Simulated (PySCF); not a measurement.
Some computed properties have been withheld. Give your best values.

CH₁₁O₂PSSi₃.
Numbering: `[CH3:1][S:2][Si@H:3]([O:4][SiH3:5])[O:6][SiH2:7][PH2:8]` (hydrogens: H9, H10, H11 on C1; H12 on Si3; H13, H14, H15 on Si5; H16, H17 on Si7; H18, H19 on P8)

```csv
property,level,value
point group of the GFN2-xTB geometry,GFN2-xTB,?
"rotational constants A, B, C of the GFN2-xTB geometry",GFN2-xTB,"1.063, 0.601, 0.450 GHz"
dipole moment,PBE0/pcSseg-1,1.26 D
HOMO energy,PBE0/pcSseg-1,?
LUMO energy,PBE0/pcSseg-1,-0.18 eV
13C chemical shifts (computed TMS as zero) by class,GIAO PBE0/pcSseg-1,12.3 (C1) ppm
1H chemical shifts (computed TMS as zero) by class,GIAO PBE0/pcSseg-1,?
"isotropic shieldings of nuclei other than C and H, by class",GIAO PBE0/pcSseg-1,"271 (O6), 282 (O4), 367 (Si7), 387 (Si3), 391 (Si5), 605 (P8), 663 (S2) ppm"
```

Gas-phase values; electronic properties from PySCF, density fitting. Geometry: GFN2-xTB, one conformer, isolated molecule. NMR classes are plain means over equivalent atoms (diastereotopic ones count apart unless rotation or inversion swaps them), as if these changed places fast; in this geometry the members of some classes differ.

The 1H chemical shifts (computed TMS as zero) by class?

5.82 (H17), 5.60 (H16), 5.27 (H13/H14/H15), 5.04 (H12), 2.05 (H9/H10/H11), 1.34 (H18/H19) ppm.

Give the point group of the GFN2-xTB geometry.

C1.

What is the HOMO energy?

-6.97 eV.

The dipole equals about 4.2 × 10⁻³⁰ C·m (1 D = 3.33564 × 10⁻³⁰ C·m). The rotational constants make it an asymmetric top with κ = (2B − A − C)/(A − C) = -0.51, nearer the prolate limit (−1). With B = h/(8π²I), that is 505.379 GHz u Å² over I, the principal moments of inertia are 475.4, 841.2 and 1123.6 u Å² (most abundant isotopes); the inertial defect Ic − Ia − Ib is -193.0 u Å² (zero for a rigid planar frame, negative otherwise).

For the NMR shielding job (PBE0/pcSseg-1), time: 83 s of wall time. Hardware: one thread, Arm Neoverse N1, on a shared host.
